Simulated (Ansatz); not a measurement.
`SC1BO1` and `BrC1BO1` differ in one atom or group.

Ansatz, PBE0-D4/def2-TZVP geometries, multiplicity 1. Each molecule was computed in one conformer, which needn't be the lowest.

Scalar relativity is left out up to krypton.

| property | `SC1BO1` |
| --- | --- |
| HOMO energy (B3LYP/def2-TZVPP) / eV | -7.06 |
| HOMO–LUMO gap (ωB97M-V/def2-TZVPP) / eV | 10.58 |
| HOMO energy (PBE/def2-TZVPP) / eV | -6.08 |
| zero-point energy (PBE0-D4/def2-TZVP) / kJ/mol | 110.2 |
| HOMO–LUMO gap (PBE0/def2-TZVPP) / eV | 6.48 |
| HOMO energy (PBE0/def2-TZVPP) / eV | -7.28 |

Task: Give the same properties after the change, and the shifts. (An estimate is asked.)

Result: Ansatz gave: 
```csv
property,`BrC1BO1`,shift
HOMO energy (B3LYP/def2-TZVPP) / eV,-7.55,-0.49
HOMO–LUMO gap (ωB97M-V/def2-TZVPP) / eV,10.86,0.28
HOMO energy (PBE/def2-TZVPP) / eV,-6.50,-0.42
zero-point energy (PBE0-D4/def2-TZVP) / kJ/mol,86.5,-23.7
HOMO–LUMO gap (PBE0/def2-TZVPP) / eV,6.63,0.15
HOMO energy (PBE0/def2-TZVPP) / eV,-7.77,-0.49
```

With PBE0 the HOMO falls by 0.49 eV and the LUMO falls by 0.33 eV, so the gap widens by about 0.16 eV. PBE moves the HOMO by -0.42 eV and ωB97M-V by -0.53 eV. The zero-point energy changes by -23.7 kJ/mol with -3 modes.

B3LYP here is the variant with VWN-RPA as its local correlation; programs differ in this.

Spin–orbit coupling is left out; it splits and shifts lone-pair levels of the heavy atoms by tenths of an eV.
